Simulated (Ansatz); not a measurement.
System: C5H9O, net charge 0, doublet state. It need not be the lowest isomer of its formula. 
Structure (B3LYP-D3(BJ)/def2-TZVP (Ansatz, a first-principles code) minimum search):
SMILES: CC[CH]CC=O
```xyz
15

C     -2.2653     0.0916     0.1462
C     -1.2001    -0.4463    -0.8210
C     -0.0577     0.4877    -1.0090
C      1.3409     0.1067    -0.7022
C      1.6649    -0.1239     0.7658
O      0.8832    -0.0576     1.6756
H     -1.8331     0.2515     1.1335
H     -3.0970    -0.6101     0.2366
H     -2.6659     1.0431    -0.2098
H     -0.8348    -1.4112    -0.4590
H     -1.6807    -0.6452    -1.7899
H     -0.2698     1.5138    -1.2839
H      1.6263    -0.8364    -1.1982
H      2.0628     0.8463    -1.0666
H      2.7297    -0.3861     0.9528
```
Charge 0, spin multiplicity 2.

Computed values are from Ansatz. Valence correlation only, unless marked. UHF or UKS for open shells. Spin-orbit coupling is left out. No relativistic terms. CBS marks a two-point X^-3 extrapolation of the correlation energy; Hartree-Fock from the larger set. [CCSD(T)-MP2]/basis is that difference in the basis named.

What is the T1 diagnostic at CCSD/cc-pVTZ?

0.014.

What is the dipole moment at CCSD(T)/aug-cc-pVDZ?

2.31 D.

What is the atomisation energy De at RI-MP2/CBS(cc-pVTZ,cc-pVQZ)+[CCSD(T)-MP2]/cc-pVTZ?

1452.0 kcal/mol.

What is the total energy at RI-MP2/CBS(cc-pVTZ,cc-pVQZ)+[CCSD(T)-MP2]/cc-pVTZ?

-270.7746 Eh.
